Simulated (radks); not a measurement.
The table gives one normalised radial function P(r) = r R(r) of Cu22+ in [He] 2s2 2p3 (r in bohr). Calculated with a radial shooting solver on a logarithmic mesh with Libxc functionals: scalar-relativistic Kohn-Sham, SCAN, spin-unpolarised, spherical densities, finite nucleus; meta-GGA in the generalised Kohn-Sham scheme; Fermi nuclear charge, rms radius 3.8823 fm.

r	P
0.004521	0.0167
0.006078	0.0289
0.008106	0.0491
0.01081	0.0828
0.01442	0.1382
0.01923	0.2271
0.02565	0.3656
0.03421	0.5718
0.046	0.8702
0.06135	1.2432
0.08183	1.6634
0.1091	2.0394
0.1456	2.2295
0.1942	2.0963
0.259	1.6143
0.3482	0.9364
0.4643	0.3853
0.6193	0.0990

Which n and l does it have? It may be an empty orbital.

Answer. n = 2, l = 1: the number of nodes gives n - l - 1 = 0, the rise at small r (about r^(l+1)) gives l, and the extent must fit the shell. The curve is that of 2p. 2p: eigenvalue -1990.9 eV, 0 radial nodes, <r> = 0.192 bohr, 90 % of the charge inside 0.311 bohr.
